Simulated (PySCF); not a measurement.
C₄H₂BrCl. Atoms are numbered in the order given.

```xyz
8

C      2.6589     0.7465     0.0000
C      1.4834     0.4621     0.0000
C      0.0988     0.1081     0.0000
Br    -0.2904    -1.7419     0.0000
C     -0.9191     0.9805     0.0000
Cl    -0.6771     2.6779     0.0000
H      3.7036     1.0060     0.0000
H     -1.9611     0.6550     0.0000
```

The structure is a stationary point at ωB97X-D3(BJ)/def2-SVP. The structure was generated by enumeration; whether it is a known compound was not checked.

These are HF/def2-TZVP (PySCF) values and carry that method's errors.

Symmetry labels are those of the subgroup Cs that the program uses (full group Cs).

**Question.** List the valence orbital energies around the gap with their symmetry. (The exact figures need the calculation; the answer reports its results.)

**Answer.** 
```csv
orbital,symmetry,energy (eV)
HOMO−7,A",-15.14
HOMO−6,A',-14.88
HOMO−5,A",-13.18
HOMO−4,A',-12.84
HOMO−3,A',-12.01
HOMO−2,A",-11.58
HOMO−1,A',-11.07
HOMO,A",-9.46
LUMO,A",2.03
LUMO+1,A',2.97
LUMO+2,A',4.22
LUMO+3,A',4.48
```
